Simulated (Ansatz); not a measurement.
`C[O][Al]([Cl])[Cl]` + `N=C=O` → `O=C=[N][Al]([Cl])[Cl]` + CH₃OH at 500 K and 1 bar (ligand exchange at the Al–O bond).

Computed with Ansatz on PBE0-D4/def2-TZVP structures; ΔE is electronic, products minus reactants. CCSD(T)/CBS adds triple-zeta CCSD(T) − MP2 to the extrapolated MP2 energy (def2 sets, frozen cores). This one scheme is used for every species. One conformer a species, not always the lowest.

| species | CCSD(T)/CBS energy (Eh) | H − E (kJ/mol) | S (J/(mol·K)) |
| --- | --- | --- | --- |
| `C[O][Al]([Cl])[Cl]` | -1276.79096 | 163.3 | 424.5 |
| `N=C=O` | -168.51995 | 77.7 | 264.2 |
| `O=C=[N][Al]([Cl])[Cl]` | -1329.69600 | 87.3 | 424.2 |
| CH₃OH | -115.61712 | 157.0 | 265.4 |

H − E and S are ideal-gas, rigid-rotor, harmonic terms from PBE0-D4/def2-TZVP, for one conformer and one mirror image of each species. 1 Eh = 2625.50 kJ/mol, R = 8.31446 J/(mol·K).

Q: By hand: ΔE, ΔH, ΔS and ΔG.

A: ΔE = (-1329.69600) + (-115.61712) − (-1276.79096) − (-168.51995) = -0.00221 Eh = -5.8 kJ/mol. Δ(H − E) = 87.3 + 157.0 − 163.3 − 77.7 = 3.3, so ΔH = -2.5 kJ/mol. ΔS = 424.2 + 265.4 − 424.5 − 264.2 = 0.9 J/(mol·K). ΔG = -2.5 − 500 × (0.9)/1000 = -3.0 kJ/mol.

Q: By hand: the equilibrium constant, and the temperature at which ΔG would vanish if ΔH and ΔS stayed fixed.

A: log₁₀ K = −ΔG/(RT ln 10) = 0.3. ΔH and −TΔS have one sign here, so there is no such temperature.

The number of gas molecules stays the same, so ΔS is small and ΔH decides. The sign of ΔG lies within the doubt. A doubt of 5 kJ/mol in ΔE shifts log₁₀ K by 0.5 here. Other conformers and mirror images would add mixing entropy, several J/(mol·K) or more a flexible species. Modes under 60 cm⁻¹, often nearly free rotors, make the harmonic entropy too high. These are equilibria of isolated gas molecules and say nothing of rates. Largest T1 diagnostic: 0.018 (customary marks: 0.02 for closed shells, 0.045 for open ones).

ΔS is within the doubt of such terms, so its sign, and with it that verdict, could turn.
